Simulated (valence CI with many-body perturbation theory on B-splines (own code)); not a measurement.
**Forbidden lines of Dy LII**

Calculated by configuration interaction combined with many-body perturbation theory (CI+MBPT): five valence electrons over a frozen Dirac-Fock core [Ne], a basis of 11 s, 11 p, 10 d, 8 f, 5 g, 2 h functions for each j, with the one-electron correlation potential Σ1 (screened to all orders), the two-electron term Σ2, the three-electron term Σ3, Breit, model QED; selected single and double excitations, second order for the rest, scaled by the run's own slope (own B-spline code, finite nucleus).

No measured spectrum was set against this ion. As an estimate, large intervals hold to a few tenths of a per cent, small ones and those within an open d or f shell to about a per cent. Among the levels kept, up to 3200 cm⁻¹ of a level comes from second order outside the variational space, and about a tenth of that is noise between levels of different J, which matters for small intervals.

Lines 1 to 16 of 16 in falling wavelength, among levels below 941.28 eV, chosen from the decays that carry over 1 % of a level's rate. Wavelengths and rates use the calculated energies. Electric multipoles are in the length gauge with retardation, E1 and E2 with the static RPA response of the core. M1 uses the relativistic operator with retardation. S is in atomic units (e²a₀⁴ for E2 and M2, e²a₀⁶ for E3), for M1 in squared Bohr magnetons. Weak lines are less certain than strong ones. Lines between different terms over intervals too small for the method are left out, as are lines whose strength nearly cancels.

Levels are named by their leading jj configuration (3d3/2^4 stands for four electrons in 3d with j = 3/2), which in mixed levels can hold well under half, so a name can repeat and another be missing. Letters in brackets count levels of one name in rising energy.

```
λ vac (Å)                               Upper                               Lower  Type   A (s⁻¹)  S (a.u.)
    256.2      (3s^2 3p1/2 3p3/2 3d5/2) J=9/2      (3s^2 3p1/2 3p3/2 3d3/2) J=7/2    M1  6.75e+05  4.21e+00
    69.72          (3s^2 3p3/2^2 3d5/2) J=9/2  (3s^2 3p1/2 3p3/2 3d5/2) J=7/2 [b]    M1  2.01e+07  2.53e+00
    67.96  (3s^2 3p1/2 3p3/2 3d5/2) J=7/2 [a]          (3s^2 3p1/2^2 3d5/2) J=5/2    M1  4.14e+07  3.85e+00
    64.00      (3s^2 3p1/2 3p3/2 3d5/2) J=9/2          (3s^2 3p1/2^2 3d5/2) J=5/2    E2  3.55e+05  3.40e-03
    63.90          (3s^2 3p1/2 3p3/2^2) J=3/2          (3s^2 3p1/2^2 3p3/2) J=3/2    M1  7.28e+07  2.82e+00
    63.38                (3s^2 3p3/2^3) J=3/2          (3s^2 3p1/2 3p3/2^2) J=1/2    M1  1.82e+07  6.88e-01
    63.13      (3s^2 3p3/2^2 3d5/2) J=5/2 [a]  (3s^2 3p1/2 3p3/2 3d5/2) J=3/2 [b]    M1  2.85e+07  1.59e+00
    62.34          (3s^2 3p3/2^2 3d5/2) J=9/2      (3s^2 3p1/2 3p3/2 3d5/2) J=9/2    M1  3.19e+07  2.87e+00
    60.65          (3s^2 3p1/2 3p3/2^2) J=5/2          (3s^2 3p1/2^2 3p3/2) J=3/2    M1  1.27e+07  6.28e-01
    60.65          (3s^2 3p1/2 3p3/2^2) J=5/2          (3s^2 3p1/2^2 3p3/2) J=3/2    E2  8.60e+05  3.78e-03
    59.38                (3s^2 3p3/2^3) J=3/2          (3s^2 3p1/2 3p3/2^2) J=5/2    M1  2.16e+07  6.72e-01
    58.99          (3s^2 3p3/2^2 3d5/2) J=9/2  (3s^2 3p1/2 3p3/2 3d5/2) J=7/2 [a]    M1  2.65e+07  2.01e+00
    56.97          (3s^2 3p1/2 3p3/2^2) J=1/2          (3s^2 3p1/2^2 3p3/2) J=3/2    M1  4.52e+07  6.19e-01
    56.97          (3s^2 3p1/2 3p3/2^2) J=1/2          (3s^2 3p1/2^2 3p3/2) J=3/2    E2  8.40e+05  9.00e-04
    56.56                (3s^2 3p3/2^3) J=3/2          (3s^2 3p1/2 3p3/2^2) J=3/2    M1  9.04e+07  2.42e+00
    52.50      (3s^2 3p3/2^2 3d5/2) J=5/2 [a]  (3s^2 3p1/2 3p3/2 3d5/2) J=7/2 [a]    M1  5.18e+07  1.67e+00
```
